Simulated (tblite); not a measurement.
C5H6O4Si.
Atom-mapped SMILES: `[O:1]=[C:2]=[C:3]([CH:4]=[O:5])[C@@H:6]([SiH3:7])[O:8][CH:9]=[O:10]` (hydrogens: H11 on C4; H12 on C6; H13, H14, H15 on Si7; H16 on C9)

The geometry is computed with GFN2-xTB (gas phase).

What internal coordinates does the optimisation give?

```csv
bond,length (Å)
O1=C2,1.155
C2=C3,1.308
C3–C4,1.457
C4=O5,1.205
C3–C6,1.508
C6–Si7,1.934
C6–O8,1.438
O8–C9,1.318
C9=O10,1.196
C4–H11,1.102
C6–H12,1.096
"Si7–H13, Si7–H14",1.456
Si7–H15,1.466
C9–H16,1.103
```

Bonds in one row agree within 0.01 Å and their mean is given. A selection of angles:
```csv
angle,degrees
O1–C2–C3,178.3
C2–C3–C4,122.0
C2–C3–C6,121.8
C4–C3–C6,116.2
C3–C4–O5,123.3
C3–C6–Si7,111.6
C3–C6–O8,108.3
Si7–C6–O8,109.8
C6–O8–C9,116.3
O8–C9–O10,126.5
```

Torsions: C2–C3–C4–O5 178° (antiperiplanar); C2–C3–C6–Si7 -104° (anticlinal); C3–C6–O8–C9 159° (antiperiplanar); C6–O8–C9–O10 1° (synperiplanar).

O8 (ester single-bonded oxygen) is bent (angle 116.3°). Si7 (SiH3 silicon) is distorted tetrahedral (angles from 103.8° to 113.4°). The 5 C–O bonds span 1.155 Å (O1=C2, drawn double) to 1.438 Å (C6–O8, drawn single), a spread of 0.283 Å. Of the pairs four or more bonds apart, O10···H12 is among the closest relative to their van der Waals radii: 2.45 Å, 90 % of the sum of Bondi's values. The C–C distances run from 1.308 Å (C2=C3, drawn double) to 1.508 Å (C3–C6, drawn single), a spread of 0.200 Å.

Point group: C1 (no symmetry element, even within 0.4 Å). GFN2-xTB frequencies show an imaginary mode (20i cm⁻¹), so the point is no minimum at that level. 3 starts were optimised and ended at 0.00, 0.13 and 1.01 kcal/mol (GFN2-xTB); the lowest of these is shown.
